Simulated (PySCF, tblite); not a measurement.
Isomers of C7H7P. Calculated harmonic vibrations of the isolated species, GFN2-xTB (tblite), most abundant isotopes, no scaling. The method is semi-empirical: single wavenumbers can be off by several per cent or more. One conformer each.

Electronic energies: PBE0/pcSseg-1 single points on the GFN2-xTB geometries (PySCF, gas phase).

```
         SMILES  electronic energy, lowest = 0 (kJ/mol)
C1=CP2C=CC1C=C2                                   113.3
    C=Cc1ccpcc1                                     0.0
  C#CP1C=CCC=C1                                   216.9
```

Question: How do GFN2-xTB zero-point energies change the relative energies?

Answer: 
| SMILES | ZPE (kJ/mol) | of it from modes above 1550 cm⁻¹ | electronic (kJ/mol) | with ZPE, lowest = 0 (kJ/mol) | lowest mode (cm⁻¹) | rings |
| --- | --- | --- | --- | --- | --- | --- |
| C=Cc1ccpcc1 | 297.9 | 147.6 | 0.0 | 0.0 | 14i | 1 |
| C1=CP2C=CC1C=C2 | 299.8 | 157.8 | 113.3 | 115.2 | 327 | 3 |
| C#CP1C=CCC=C1 | 290.9 | 161.2 | 216.9 | 210.0 | 59 | 1 |

The zero-point energies span 8.9 kJ/mol, from `C#CP1C=CCC=C1` to `C1=CP2C=CC1C=C2`. Slightly imaginary modes are left out of the zero-point energy: `C=Cc1ccpcc1` 14.4i cm⁻¹. The order is unchanged.

Question: And how do the electronic energies of GFN2-xTB itself compare?

Answer: `C=Cc1ccpcc1` 0.0; `C1=CP2C=CC1C=C2` 35.0; `C#CP1C=CCC=C1` 174.4 kJ/mol, lowest = 0. Against the energies above, taken from the same isomer `C=Cc1ccpcc1`, the largest difference is 78.3 kJ/mol.
